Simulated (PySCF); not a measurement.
A calculated (PBE0, PySCF 2.14, x2c-TZVPPall with one added diffuse shell each of s, p, d, f type, scalar relativity by spin-free X2C-1e) atom or ion has these occupied shells.

| shell | electrons | orbital energy (eV) | rms radius, mean of both spins (bohr) |
| --- | --- | --- | --- |
| 1s α | 1 | -8294.9 | 0.0624 |
| 1s β | 1 | -8294.9 | 0.0624 |
| 2s α | 1 | -1040.4 | 0.265 |
| 2s β | 1 | -1038.2 | 0.265 |
| 2p α | 3 | -899.77 | 0.238 |
| 2p β | 3 | -897.93 | 0.238 |
| 3s α | 1 | -159.21 | 0.790 |
| 3s β | 1 | -154.27 | 0.790 |
| 3p α | 3 | -117.88 | 0.835 |
| 3p β | 3 | -112.58 | 0.835 |
| 3d α | 5 | -51.606 | 1.00 |
| 3d β | 2 | -48.585 | 1.00 |

Name the element and its charge.

Ni(3+) (nickel, charge +3), in [Ar] 3d7, high-spin 4F determinant.
